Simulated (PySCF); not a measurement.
Molecule: C₇H₁₃, net charge 0, doublet state. It need not be the lowest isomer of its formula. SMILES: [CH]=CCCC(C)C
Geometry from a B3LYP-D3(BJ)/def2-TZVP (Ansatz) optimisation:
```xyz
20

C     -2.3999    -0.9370    -0.8236
C     -1.3084     0.1219    -0.6632
C     -1.8738     1.3786     0.0004
C     -0.1145    -0.4582     0.1044
C      1.1111     0.4593     0.1669
C      2.2606    -0.1824     0.8973
C      3.4296    -0.4691     0.3957
H     -2.0191    -1.8265    -1.3296
H     -3.2413    -0.5530    -1.4040
H     -2.7837    -1.2471     0.1524
H     -0.9560     0.3970    -1.6648
H     -2.2051     1.1590     1.0196
H     -1.1390     2.1826     0.0534
H     -2.7353     1.7566    -0.5538
H     -0.4339    -0.7095     1.1228
H      0.1845    -1.4004    -0.3636
H      1.4271     0.7275    -0.8433
H      0.8511     1.3892     0.6807
H      2.0650    -0.4398     1.9450
H      4.3570    -0.9145     0.7180
```
Charge 0, spin multiplicity 2.

Dispersion corrections to the total energy (kcal/mol) from the dftd3 and dftd4 libraries through PySCF: D3(BJ) without and D4 with the three-body term, each with the damping fitted for the functional named.

```tsv
functional	D3(BJ)	D4
CAM-B3LYP	-7.79	-8.10
BHLYP	…	-10.40
BLYP	-21.24	-21.15
TPSSh	-11.87	-11.84
PBE0	-8.93	…
B2GP-PLYP	-5.43	-4.08
HSE06	-6.59	…
```

### Question
Complete the blanks.

### Answer

- BHLYP, D3(BJ): -13.04
- PBE0, D4: -8.12
- HSE06, D4: -7.49
